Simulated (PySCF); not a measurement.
## Ionisation energy of As²⁺ by level of theory

As²⁺ [Ar] 3d10 4s2 4p1 (2P) → As³⁺ [Ar] 3d10 4s2 (1S), as a difference of total energies. Calculation: PySCF 2.14, in cc-pVTZ-DK; the spin-free X2C one-electron Hamiltonian (Gaussian nucleus). Correlated levels: valence: [Ar] 3d10 frozen. The calculations carry no spin-orbit coupling.

| method | ionisation energy (eV) |
| --- | --- |
| UHF | 27.487 |
| PBE0 | 28.115 |
| M06-L | 27.833 |
| MP2 (valence) | 27.744 |
| CCSD (valence) | 27.824 |

Task: Estimate what SCS-MP2 (valence) gives.

Result: 27.733 eV, closest to MP2 (valence) among the rows shown.

Task: Estimate what CCSD(T) (valence) gives.

Result: 27.843 eV, closest to M06-L among the rows shown.

The reference lies between the lowest fine-structure levels, while these numbers refer to the centres of the terms.

Errors of the correlated levels include the incompleteness of this basis and the frozen core.

For comparison: 28.349 ± 0.012 eV (measured; NIST Atomic Spectra Database, ionization energies).
